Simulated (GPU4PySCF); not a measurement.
Vertical excitations of a molecule C13H10N2 from TDDFT-ωB97X/def2-SVPD (GPU4PySCF), as energy in eV (oscillator strength): 5.12 (0.052), 5.32 (0.005), 5.47 (0.168), 5.60 (0.349), 6.14 (0.008), 6.30 (0.128), 6.53 (0.339), 6.61 (0.289), 6.95 (0.015), 7.03 (0.266), 7.08 (0.129), 7.12 (0.153). Lowest triplet (TDA): 3.85 eV. Coordinates come from a r2SCAN-D4/def2-TZVP optimisation. Other conformers were not sampled.

Problem. Pick the molecule that these values belong to.
A. c1ccc(-n2cnc3ccccc32)cc1
B. C#Cc1nc(-c2ccccc2)cnc1C
C. Cc1ccc(-c2ccc(C#N)cn2)cc1

Solution. A, c1ccc(-n2cnc3ccccc32)cc1
